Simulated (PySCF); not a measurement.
## Two-component Hartree-Fock for Mo³⁺ (molybdenum, charge +3)

Start: [Kr] 4d3; 4d3/2 filled at m_j = -1/2, +1/2, +3/2. Calculated with PySCF 2.14 in x2c-TZVPall-2c (8s9p7d1f, 77 functions): generalised Hartree-Fock with the X2C-1e Hamiltonian and a Gaussian nucleus; one run each with spin-orbit coupling (SO) switched off, then screened by Boettger's factors.

```json
{"spinor shell": "1s1/2", "electrons": "2", "ε, spin-free (eV)": "-20140.7", "ε, screened SO (eV)": "-20139.6", "weight of nominal j (screened SO)": "1.000", "rms radius, screened SO (bohr)": "0.0404"}
{"spinor shell": "2s1/2", "electrons": "2", "ε, spin-free (eV)": "-2948.8", "ε, screened SO (eV)": "-2948.5", "weight of nominal j (screened SO)": "1.000", "rms radius, screened SO (bohr)": "0.166"}
{"spinor shell": "2p1/2", "electrons": "2", "ε, spin-free (eV)": "-2633.2", "ε, screened SO (eV)": "-2706.8", "weight of nominal j (screened SO)": "1.000", "rms radius, screened SO (bohr)": "0.145"}
{"spinor shell": "3s1/2", "electrons": "2", "ε, spin-free (eV)": "-561.98", "ε, screened SO (eV)": "-561.85", "weight of nominal j (screened SO)": "1.000", "rms radius, screened SO (bohr)": "0.456"}
{"spinor shell": "3p1/2", "electrons": "2", "ε, spin-free (eV)": "-455.71", "ε, screened SO (eV)": "-468.33", "weight of nominal j (screened SO)": "1.000", "rms radius, screened SO (bohr)": "0.455"}
{"spinor shell": "3p3/2", "electrons": "4", "ε, spin-free (eV)": "-455.71", "ε, screened SO (eV)": "-449.69", "weight of nominal j (screened SO)": "1.000", "rms radius, screened SO (bohr)": "0.465"}
{"spinor shell": "3d3/2", "electrons": "4", "ε, spin-free (eV)": "-282.78", "ε, screened SO (eV)": "-285.08", "weight of nominal j (screened SO)": "0.976", "rms radius, screened SO (bohr)": "0.451"}
{"spinor shell": "3d5/2", "electrons": "6", "ε, spin-free (eV)": "-282.78", "ε, screened SO (eV)": "-281.09", "weight of nominal j (screened SO)": "0.984", "rms radius, screened SO (bohr)": "0.455"}
{"spinor shell": "4s1/2", "electrons": "2", "ε, spin-free (eV)": "-111.64", "ε, screened SO (eV)": "-111.59", "weight of nominal j (screened SO)": "1.000", "rms radius, screened SO (bohr)": "1.17"}
{"spinor shell": "4p1/2", "electrons": "2", "ε, spin-free (eV)": "-79.766", "ε, screened SO (eV)": "-84.707", "weight of nominal j (screened SO)": "0.698", "rms radius, screened SO (bohr)": "1.30"}
{"spinor shell": "4p3/2", "electrons": "4", "ε, spin-free (eV)": "-79.766", "ε, screened SO (eV)": "-77.292", "weight of nominal j (screened SO)": "0.849", "rms radius, screened SO (bohr)": "1.30"}
{"spinor shell": "4d3/2", "electrons": "3", "ε, spin-free (eV)": "-40.306", "ε, screened SO (eV)": "-40.341", "weight of nominal j (screened SO)": "0.648", "rms radius, screened SO (bohr)": "1.72"}
```

Where does 2p3/2 lie, and what is the 2p spin-orbit splitting (screened SO)?

At -2598.6 eV, 108.22 eV above 2p1/2.

```csv
quantity,spin-free,screened SO
E (hartree),-4044.20559,-4044.68746
M_J,3/2,3/2
⟨J²⟩,6.757,6.414
⟨L²⟩,12.006,11.978
⟨S²⟩,3.751,3.739
```

The determinant has a definite M_J but mixes levels of different J.

Each row is a mean over spinors that exchange with the open shell spreads, by up to 4.417 eV (4s1/2).

Rows whose weight is well below 1 are mixtures of j = l ± 1/2: exchange outweighs spin-orbit coupling there, and the label is only the starting occupation.

Breit and QED terms are absent; they matter most for the inner s and p1/2 levels.

Densities and radii are taken from the X2C orbitals without a picture-change correction, which distorts them close to the nucleus.

Without spin-orbit coupling the j labels of p, d and f shells carry no meaning; the spin-free column gives the mean over the occupied spinors of each nl shell, and its ⟨J²⟩ belongs to a mixture of degenerate components.
